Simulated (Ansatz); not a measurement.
Isolated molecules relaxed with PBE0-D4/def2-TZVP in Ansatz; ΔE leaves out vibrations. CBS: MP2 limit from def2 TZ/QZ plus the TZ coupled-cluster correction, frozen cores. Functionals use def2-TZVPP. Each species was taken in one conformer, which may not be the lowest.

Consider the ligand exchange at a B–C bond: `CB(O)/C=C/F` + `OCS` → `CB(O)SCO` + `C=CF`.

Task: Is it downhill or uphill in electronic energy at CCSD(T)/CBS, and by how much? (Estimate.)

Result: Ansatz gave: Downhill: ΔE = -52.6 kJ/mol.

Task: What do these levels give: PBE-D4, r2SCAN-D4, B2PLYP, r2SCAN, CCSD/def2-TZVPP, MP2/CBS(def2)? (Estimate.)

Result: Ansatz gave: PBE-D4 -56.0, r2SCAN-D4 -55.5, B2PLYP -48.9, r2SCAN -54.6, CCSD/def2-TZVPP -47.8, MP2/CBS(def2) -55.2 kJ/mol.

Largest T1 diagnostic among the species: 0.013.

The D4 term adds −5.3 kJ/mol with B3LYP and −3.0 kJ/mol with PBE0; it sums over pairs of atoms, weighted by their polarisabilities, and B3LYP, whose exchange is more repulsive, gets the larger term. In def2-TZVPP, CCSD(T) changes the Hartree–Fock value by −12.2 kJ/mol (the triples alone add −3.3 kJ/mol) and MP2 by −14.8 kJ/mol.

B3LYP here is the variant with VWN-RPA as its local correlation; programs differ in this.
